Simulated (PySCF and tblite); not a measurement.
Results of a calculation; reference values are marked as such.
System: C₄H₈OSe₂, numbered as in [CH2:1]=[C:2]([O:3][CH3:4])[Se:5][Se:6][CH3:7].

For the rotation about the Se5–Se6 bond (torsion C2–Se5–Se6–C7 from -88° to 88°, rising): electronic barrier 6.48 kcal/mol, zero-point change 0.06 kcal/mol, thermal and entropy terms at 200 K a further 0.42 kcal/mol (symmetry numbers apart). The minimum is C1, the saddle C1. Geometries: GFN2-xTB; energies: revPBE/pcSseg-1 + D3(BJ); zero-point and thermal terms from GFN2-xTB harmonic modes (soft modes blended into free rotors). Rate constants are transition-state-theory values, counting equivalent paths, without tunnelling. Run with tblite and PySCF.

(1) How many equivalent paths lead out of the minimum?

(2) Work out the rate at 200 K.

Spin–orbit effects of heavy atoms on shieldings are missing.

Results:

(1) 2: the symmetry number of the minimum is 1, that of the saddle displaced along its mode 1, and since the end is the start again or its mirror image, the same path run backwards is a second way out.

(2) ΔG‡ = 6.96 kcal/mol; k_B T/h = 4.2×10¹² s⁻¹; exp(−ΔG‡/RT) = 2.5×10⁻⁸; times 2 gives k = 2×10⁵ s⁻¹. Wigner's tunnelling factor for the 64i cm⁻¹ mode would be 1.01.
